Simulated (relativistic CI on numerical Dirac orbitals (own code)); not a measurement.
Sr⁴⁺: computed level list

These numbers are calculated, not measured: Dirac-Coulomb-Breit CI, orbitals from a KLI potential per configuration, model QED (radiative potential, 1s self-energy scaled to tabulated hydrogen-like ionisation energies), valence Slater integrals scaled by 0.85, P86 correlation energy added to each configuration (own radial code, finite nucleus).

Configuration list (outside the closed core [Ar] 3d10): 4s2 4p4, 4s 4p5, 4s2 4p3 4d, 4p6, 4s2 4p3 4f, 4s 4p4 4d, 4s2 4p3 5s, 4s2 4p3 5p, 4s 4p4 4f, 4s2 4p3 5d, 4s2 4p3 6s, 4s2 4p3 6p, 4s2 4p3 5f, 4s2 4p2 4d2, 4s2 4p 4d3, 4s2 4p 4d2 4f, 4s 4p2 4d3, 4s2 4p 4d2 5s, 4s2 4p 4d2 5p. Double excitations out of closed p, d and f shells are left out; levels of such configurations are missing from the list, as are those of other unlisted configurations, and high levels can miss mixing partners. These lack a partner that the ground configuration has and come out too high: 4s 4p4 4f, 4s2 4p3 5d, 4s2 4p3 6s, 4s2 4p3 6p, 4s2 4p3 5f.

The lowest level is 4s2 4p4 3P_2, with 91 % of that term; Hund's rules for 4s2 4p4 give 3P with J = 2, in agreement.

```
No.  Configuration  Term  J   E (eV)   %  Next component (%)  Landé g  Lifetime (s)
  1        4s2 4p4    3P  2   0.0000  91                6 1D    1.468              
  2        4s2 4p4    3P  1   1.0148  98      1 4s 4p4 4d 3P    1.501      8.68e-02
  3        4s2 4p4    3P  0   1.0426  88                9 1S               8.42e+01
  4        4s2 4p4    1D  2   2.4628  91                6 3P    1.032      4.81e-02
  5        4s2 4p4    1S  0   5.1399  87               10 3P               5.04e-03
  6         4s 4p5   3P°  2  20.5293  81   19 4s2 4p3 4d 3P°    1.501      8.51e-10
  7         4s 4p5   3P°  1  21.2653  79   19 4s2 4p3 4d 3P°    1.491      7.84e-10
  8         4s 4p5   3P°  0  21.7551  80   19 4s2 4p3 4d 3P°               8.10e-10
  9         4s 4p5   1P°  1  25.3443  52   45 4s2 4p3 4d 1P°    1.009      3.59e-10
 10     4s2 4p3 4d   5D°  0  26.2113  97               2 3P°               8.81e-09
 11     4s2 4p3 4d   5D°  1  26.2269  97               1 3P°    1.494      7.78e-09
 12     4s2 4p3 4d   5D°  2  26.2338  96               2 3D°    1.487      1.03e-08
 13     4s2 4p3 4d   5D°  3  26.2406  94               3 3D°    1.486      1.98e-08
 14     4s2 4p3 4d   5D°  4  26.2900  95               4 3F°    1.490              
 15     4s2 4p3 4d   3D°  2  27.8882  63              26 3F°    1.029      6.25e-09
 16     4s2 4p3 4d   3D°  3  28.2052  80              14 3F°    1.294      1.87e-08
 17     4s2 4p3 4d   3D°  1  28.3522  98               1 3P°    0.513      3.98e-09
 18     4s2 4p3 4d   3F°  2  28.6589  69              30 3D°    0.822      8.29e-09
 19     4s2 4p3 4d   3F°  3  28.8577  77              17 3D°    1.111      9.25e-09
 20     4s2 4p3 4d   3F°  4  29.1275  82              14 3G°    1.222      7.57e-02
 21     4s2 4p3 4d   1S°  0  29.3090  95               5 3P°               1.38e-08
 22     4s2 4p3 4d   3G°  3  29.6979  84              12 3F°    0.799      4.21e-09
 23     4s2 4p3 4d   3G°  4  29.8290  72              26 3F°    1.103      1.78e-01
 24     4s2 4p3 4d   3G°  5  29.9973  99                        1.200              
 25     4s2 4p3 4d   1G°  4  30.4069  85               9 3F°    1.026      9.71e-02
 26     4s2 4p3 4d   1D°  2  31.1940  77              11 3F°    0.996      1.04e-09
 27     4s2 4p3 4d   3D°  1  31.5330  98                        0.510      5.51e-10
 28     4s2 4p3 4d   3P°  0  31.9600  93               5 1S°               8.07e-08
 29     4s2 4p3 4d   3F°  3  32.0188  88               7 3G°    1.072      1.65e-09
 30     4s2 4p3 4d   3P°  1  32.0417  89               6 3S°    1.511      2.81e-10
```

Energies count from the lowest computed level; ° marks odd parity; lifetimes are radiative, by E1, M1, E2 decay to levels of this space only; some are left blank where a channel outside the calculation adds to the decay or the decay crosses a small, uncertain gap.

The mean weight of the leading LS term, summed over parents, in these 30 levels is 86 %, and that of the leading jj configuration (from the same eigenvectors) 57 %, so LS coupling describes them better.

At this charge configurations can still be misplaced by up to about 7 % of their energy. 56 of the 69 excited levels that our extract of the measured tables holds in this range could be paired (the sources list more); they are missed by 10182 cm⁻¹ on average and 14615 at most, and levels without a partner can miss by more.

Landé's interval rule says that E(J) − E(J−1) = AJ with one A. For the ground term the intervals give A = -224.6, -4092.4 cm⁻¹ for J = 1, 2; the multiplet is inverted.

LS names give the leading component of a level, which can be under half, so a name can repeat, a term be missing and a line seem to break the LS rules.
